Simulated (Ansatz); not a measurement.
A run for Ansatz (a program for electronic structure): R-SVWN5/def2-TZVPP on BiH3O (SMILES [OH][BiH2]), a point of a torsion scan. Elements past Kr take the def2 small-core potentials; no spin–orbit coupling.

Ansatz 0.2 input:
```yaml
crystal:
  periodic: [false, false, false]
  atoms:
    - {symbol: O, position_ang: [1.32942201, -0.47067451, -0.08336591]}
    - {symbol: Bi, position_ang: [-0.71313211, -0.06544426, 0.25665798]}
    - {symbol: H, position_ang: [1.85696291, 0.26246144, 0.22527667]}
    - {symbol: H, position_ang: [-0.67130185, -0.80350535, 1.87652271]}
    - {symbol: H, position_ang: [-0.39087606, 1.51131919, 1.02081066]}
basis:
  gaussian:
    orbitals: def2-TZVPP
hamiltonian:
  xc: {name: SVWN5}
scf: {lower_state_search: off}
```

Output:

```
WARN ansatz: RAYON_NUM_THREADS=1 ignored (pool sized by the plan → 1); use --threads N
Functional definition: SVWN5
these checks for a lower state are left out or cut short: stability, starts, cluster_reference, orbital_swaps, neighbouring_geometries, increment
integrals: 0.03 GiB planned
688 factors; their error is unknown
mean field: 0.29 GiB planned
mean field evaluation 1: about -7906.1333 eV, gradient 6.8e1 eV
mean field evaluation 2: about -7775.7982 eV, gradient 1.9e2 eV
mean field evaluation 4: about -7913.4810 eV, gradient 2.3e1 eV
mean field evaluation 8: about -7914.3922 eV, gradient 1.2e-1 eV
mean field evaluation 16: about -7914.3827 eV, gradient 1.6e-4 eV
mean field -7914.38268762 eV, -290.8481992088 hartree, gradient 3.3e-6 eV, S^2 0.000000; 0 other end points of the search recorded, 0 dependent functions left out
reference -7914.38272307 eV, -290.8482005115 hartree; 17, 17 occupied and 106, 106 virtual orbitals, 688 factors
Total energy: -7914.38272307 eV, -290.8482005115 hartree
Checks for a lower state left out: stability, starts, cluster_reference, orbital_swaps, neighbouring_geometries, increment
```

Self-consistency was reached.

Cost: roughly 0.9 core-seconds.
